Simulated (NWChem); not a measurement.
C2H3AlCl2

```
C
C 1 1.3450
H 2 1.0967 1 122.15
H 2 1.0976 3 115.53 1 180.00
H 1 1.0989 2 117.43 3 180.00
Al 1 1.9286 5 120.27 2 180.00
Cl 6 2.1036 1 121.96 5 0.00
Cl 6 2.1065 1 120.06 5 180.00
```
Charge 0, spin multiplicity 1.

All runs are NWChem calculations. The geometry was optimised at B3LYP/def2-SVP, a minimum by its harmonic frequencies. It is one conformer; others weren't searched.

The structure started from a generated list of species. The stability of the SCF solutions was not checked.

Worked example. At M06-2X/def2-TZVP the molecule has a total energy of -1240.95580 Ha and the free atoms (multiplicities Al 2, Cl 2, C 3, H 2) C -37.84251, Cl -460.13261, H -0.49814, Al -242.34235 Ha. The electronic atomisation energy is the atoms' sum less the molecule's energy.

1·(-242.34235) + 2·(-460.13261) + 2·(-37.84251) + 3·(-0.49814) = -1239.78701 Ha for the atoms; less the molecule's energy this leaves 1.16879 Ha, or 733.4 kcal/mol (3069 kJ/mol), without zero-point, thermal or spin-orbit terms.
